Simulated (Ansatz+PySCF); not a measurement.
A calculation with PySCF 2.14.0.

```python
from pyscf import gto, scf, cc

mol = gto.M(atom="""
H 0.000000 0.000000 -3.213850
Be 0.000000 0.000000 0.000000
H 0.000000 0.000000 3.213850
""", basis='6-31g', charge=0, spin=0)
mf = scf.RHF(mol)
mf.kernel()
mycc = cc.CCSD(mf, frozen=None).run()
et = mycc.ccsd_t()
print(mf.e_tot, mycc.e_corr, et, mycc.e_tot + et)
```

The script is written out from the run's settings.

The run gave:

```yaml
Converged: yes
Reference_energy: -15.38938 hartree
CCSD_correlation_energy: -0.21533 hartree
Triples_correction: -0.02177 hartree
Total_energy: -15.62647 hartree
```

Caution: large amplitudes, a single reference is doubtful; an unrestricted determinant lies well below.
